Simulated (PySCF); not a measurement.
Al(Me)2(SeH) (C2H7AlSe), SMILES [CH3][Al]([CH3])[SeH].

Geometry: TPSSh-D3(BJ)/def2-SVP. The structure was generated by enumeration; whether it is a known compound was not checked. One conformer was computed; it need not be the lowest.

Two levels are set side by side: PBE/def2-TZVP (PySCF) and PBE0/def2-TZVP (PySCF). Same geometry, gas phase. Differences are taken from unrounded values.

```
quantity                      PBE0    PBE  PBE minus PBE0
---------------------------  -----  -----  --------------
orbital gap (eV)              6.46   4.60           -1.86
highest occupied level (eV)  -7.06  -5.96            1.10
lowest empty level (eV)      -0.60  -1.36           -0.75
dipole moment (D)             1.64   1.54           -0.10
mean polarisability (bohr³)   79.3   82.5             3.1
```

PBE's occupied levels lie high since its potential decays too fast outside the molecule; exact exchange lowers them and widens the gap. PBE's more diffuse valence density responds more strongly to a field. Differences between two approximate levels are no errors against the true value.

Rough cost on one machine, each run with all the roots and properties that it gave: PBE0 against PBE within a factor of 2.
